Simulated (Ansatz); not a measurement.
Relaxation of Zn2Se2⁻ with UKS PBE-D4/def2-SVPD.

```sh
$ ansatz run in.yaml --threads 4 --pin off --events-out ev --progress --plain --max-ram 4787MiB
```

```yaml
crystal:
  periodic: [false, false, false]
  atoms:
    - {symbol: Zn, position_ang: [-0.137338, 1.336727, -0.038208]}
    - {symbol: Zn, position_ang: [0.137065, -1.336526, 0.038052]}
    - {symbol: Se, position_ang: [1.978029, 0.204140, 0.030599]}
    - {symbol: Se, position_ang: [-1.977756, -0.204351, -0.030443]}
basis:
  gaussian: {orbitals: def2-SVPD}
total_charge: -1
magnetization: {spin_polarized: true, initial_magnetization: 3}
hamiltonian: {xc: pbe, dispersion: d4}
scf: {lower_state_search: "off"}
output: {orbitals: {seedname: orbitals}}
relax: {f_tol: 0.02, max_steps: 100}
```

Hardware: 4 threads of Intel Xeon 6975P-C on a shared host. Wall time 17 s.

Positions (Å) and forces (eV/Å) at steps 1, 2, 4, 7, 8, 9, 10, 11, 13 of 13:

```xyz
4
step=1 energy=-227477.9514 eV
Zn   -0.137    1.337   -0.038   -0.130    1.265   -0.036
Zn    0.137   -1.337    0.038    0.134   -1.267    0.036
Se    1.978    0.204    0.031    1.034    0.107    0.016
Se   -1.978   -0.204   -0.030   -1.038   -0.105   -0.016
4
step=2 energy=-227478.1412 eV
Zn   -0.147    1.429   -0.041   -0.048    0.463   -0.013
Zn    0.147   -1.429    0.041    0.049   -0.464    0.013
Se    2.003    0.207    0.031    0.279    0.029    0.004
Se   -2.003   -0.207   -0.031   -0.281   -0.028   -0.004
4
step=4 energy=-227478.1819 eV
Zn   -0.157    1.528   -0.044    0.000    0.005    0.000
Zn    0.157   -1.528    0.043    0.001   -0.005    0.000
Se    1.984    0.205    0.031   -0.005   -0.001    0.000
Se   -1.984   -0.205   -0.030    0.004    0.001    0.000
4
step=7 energy=-227478.2386 eV
Zn   -0.145    1.450   -0.267   -0.022    0.232   -0.113
Zn    0.154   -1.462   -0.184    0.026   -0.238   -0.099
Se    1.960    0.209    0.256   -0.127   -0.010    0.104
Se   -1.969   -0.197    0.195    0.123    0.016    0.108
4
step=8 energy=-227478.2962 eV
Zn   -0.154    1.532   -0.296   -0.003    0.043   -0.099
Zn    0.163   -1.545   -0.208    0.007   -0.049   -0.096
Se    1.890    0.202    0.282   -0.200   -0.018    0.095
Se   -1.899   -0.189    0.223    0.196    0.023    0.101
4
step=9 energy=-227478.3582 eV
Zn   -0.164    1.650   -0.394    0.022   -0.211   -0.007
Zn    0.177   -1.669   -0.299   -0.021    0.210   -0.019
Se    1.718    0.187    0.373   -0.068   -0.007    0.012
Se   -1.731   -0.169    0.320    0.067    0.008    0.014
4
step=10 energy=-227478.3639 eV
Zn   -0.148    1.509   -0.527   -0.006    0.044    0.066
Zn    0.165   -1.535   -0.441    0.003   -0.040    0.069
Se    1.695    0.189    0.510    0.017    0.000   -0.067
Se   -1.713   -0.163    0.458   -0.015   -0.003   -0.068
4
step=11 energy=-227478.3721 eV
Zn   -0.156    1.575   -0.412   -0.004    0.049   -0.063
Zn    0.170   -1.595   -0.322    0.006   -0.053   -0.060
Se    1.737    0.190    0.394    0.023    0.004    0.062
Se   -1.751   -0.170    0.340   -0.025   -0.001    0.062
4
step=13 energy=-227478.3767 eV
Zn   -0.155    1.569   -0.455    0.000   -0.001   -0.001
Zn    0.170   -1.591   -0.365    0.000    0.001   -0.001
Se    1.714    0.189    0.437    0.010    0.001    0.002
Se   -1.729   -0.167    0.384   -0.010   -0.001    0.001
```

The highest occupied level of the charge -1 quartet lies above zero (up to 0.28 eV). It is a level of α spin, whose loss leaves a triplet; that state wasn't run at this geometry and level. The electron is either unbound and held by the finite basis, or the level is raised by self-interaction error. The relaxation made no stability test and no search for a lower SCF solution. At PBE-D4/def2-SVPD a doublet of charge -1 lies 1.73 eV below the quartet, each at its own geometry. The structure comes from a short search, and lower isomers may exist.
